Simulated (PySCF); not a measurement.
B(Et)(OH)(NH2) (C2H8BNO), SMILES C(B(N)O)C. Atoms are numbered in the order given.

```xyz
13

B     -0.1161     0.0008     0.5727
C      0.1379    -0.8198    -0.7657
C      0.3514     0.0647    -2.0035
H     -0.7576    -1.4637    -0.9270
H      0.9890    -1.5250    -0.6417
H      1.2705     0.6805    -1.9082
H     -0.4952     0.7678    -2.1386
H      0.4491    -0.5291    -2.9362
O     -1.0567     1.0160     0.5098
H     -1.1755     1.4815     1.3554
N      0.5839    -0.3049     1.7706
H      0.4475     0.1660     2.6654
H      1.2824    -1.0452     1.8100
```
Charge 0, spin multiplicity 1.

Coordinates come from a PBE-D3(BJ)/def2-SVP optimisation. Other conformers were not sampled.

Level of theory: PySCF with PBE-D3(BJ)/def2-SVP.

No scaling factor is applied to the harmonic values.

```json
[
 {"mode": "1", "ν (cm⁻¹)": "35", "IR (km/mol)": "3.7", "moving atoms (share of kinetic energy)": "H 38 %, C 32 %, N 16 %, O 12 %"},
 {"mode": "2", "ν (cm⁻¹)": "198", "IR (km/mol)": "3.3", "moving atoms (share of kinetic energy)": "C 38 %, H 29 %, O 26 %"},
 {"mode": "3", "ν (cm⁻¹)": "209", "IR (km/mol)": "1.3", "moving atoms (share of kinetic energy)": "H 89 %"},
 {"mode": "4", "ν (cm⁻¹)": "347", "IR (km/mol)": "0.1", "moving atoms (share of kinetic energy)": "H 43 %, N 20 %, C 18 %, O 12 %"},
 {"mode": "5", "ν (cm⁻¹)": "377", "IR (km/mol)": "135.4", "moving atoms (share of kinetic energy)": "H 81 %, N 18 %"},
 {"mode": "6", "ν (cm⁻¹)": "412", "IR (km/mol)": "6.5", "moving atoms (share of kinetic energy)": "H 39 %, O 23 %, C 13 %, B 12 %, N 12 %"},
 {"mode": "7", "ν (cm⁻¹)": "450", "IR (km/mol)": "85.3", "moving atoms (share of kinetic energy)": "H 96 %"},
 {"mode": "8", "ν (cm⁻¹)": "537", "IR (km/mol)": "12.8", "moving atoms (share of kinetic energy)": "H 65 %, B 17 %, C 8 %"},
 {"mode": "9", "ν (cm⁻¹)": "600", "IR (km/mol)": "35.5", "moving atoms (share of kinetic energy)": "H 46 %, B 34 %, O 11 %"},
 {"mode": "10", "ν (cm⁻¹)": "723", "IR (km/mol)": "1.2", "moving atoms (share of kinetic energy)": "H 50 %, C 29 %, O 12 %"},
 {"mode": "11", "ν (cm⁻¹)": "736", "IR (km/mol)": "8.6", "moving atoms (share of kinetic energy)": "H 49 %, C 21 %, B 19 %, N 8 %"},
 {"mode": "12", "ν (cm⁻¹)": "849", "IR (km/mol)": "14.5", "moving atoms (share of kinetic energy)": "H 68 %, N 20 %, O 11 %"},
 {"mode": "13", "ν (cm⁻¹)": "954", "IR (km/mol)": "54.7", "moving atoms (share of kinetic energy)": "H 66 %, C 16 %, O 13 %"},
 {"mode": "14", "ν (cm⁻¹)": "963", "IR (km/mol)": "2.5", "moving atoms (share of kinetic energy)": "H 74 %, C 18 %"},
 {"mode": "15", "ν (cm⁻¹)": "988", "IR (km/mol)": "62.0", "moving atoms (share of kinetic energy)": "H 73 %, O 11 %"},
 {"mode": "16", "ν (cm⁻¹)": "1033", "IR (km/mol)": "2.3", "moving atoms (share of kinetic energy)": "C 67 %, H 30 %"},
 {"mode": "17", "ν (cm⁻¹)": "1203", "IR (km/mol)": "10.7", "moving atoms (share of kinetic energy)": "H 66 %, C 21 %, B 9 %"},
 {"mode": "18", "ν (cm⁻¹)": "1213", "IR (km/mol)": "21.0", "moving atoms (share of kinetic energy)": "H 71 %, C 18 %, B 8 %"},
 {"mode": "19", "ν (cm⁻¹)": "1335", "IR (km/mol)": "50.7", "moving atoms (share of kinetic energy)": "H 53 %, C 23 %, B 20 %"},
 {"mode": "20", "ν (cm⁻¹)": "1348", "IR (km/mol)": "46.6", "moving atoms (share of kinetic energy)": "H 49 %, B 30 %, C 16 %"},
 {"mode": "21", "ν (cm⁻¹)": "1380", "IR (km/mol)": "55.8", "moving atoms (share of kinetic energy)": "H 73 %, B 16 %"},
 {"mode": "22", "ν (cm⁻¹)": "1395", "IR (km/mol)": "114.9", "moving atoms (share of kinetic energy)": "H 48 %, B 41 %"},
 {"mode": "23", "ν (cm⁻¹)": "1425", "IR (km/mol)": "2.4", "moving atoms (share of kinetic energy)": "H 96 %"},
 {"mode": "24", "ν (cm⁻¹)": "1431", "IR (km/mol)": "15.1", "moving atoms (share of kinetic energy)": "H 93 %"},
 {"mode": "25", "ν (cm⁻¹)": "1547", "IR (km/mol)": "181.1", "moving atoms (share of kinetic energy)": "H 68 %, N 20 %, B 11 %"},
 {"mode": "26", "ν (cm⁻¹)": "2952", "IR (km/mol)": "24.6", "moving atoms (share of kinetic energy)": "H 94 %"},
 {"mode": "27", "ν (cm⁻¹)": "2962", "IR (km/mol)": "37.5", "moving atoms (share of kinetic energy)": "H 97 %"},
 {"mode": "28", "ν (cm⁻¹)": "2999", "IR (km/mol)": "22.4", "moving atoms (share of kinetic energy)": "H 91 %, C 9 %"},
 {"mode": "29", "ν (cm⁻¹)": "3040", "IR (km/mol)": "34.2", "moving atoms (share of kinetic energy)": "H 91 %, C 9 %"},
 {"mode": "30", "ν (cm⁻¹)": "3059", "IR (km/mol)": "23.8", "moving atoms (share of kinetic energy)": "H 91 %, C 9 %"},
 {"mode": "31", "ν (cm⁻¹)": "3517", "IR (km/mol)": "15.6", "moving atoms (share of kinetic energy)": "H 96 %"},
 {"mode": "32", "ν (cm⁻¹)": "3622", "IR (km/mol)": "14.2", "moving atoms (share of kinetic energy)": "H 91 %, N 9 %"},
 {"mode": "33", "ν (cm⁻¹)": "3744", "IR (km/mol)": "17.0", "moving atoms (share of kinetic energy)": "H 94 %"}
]
```
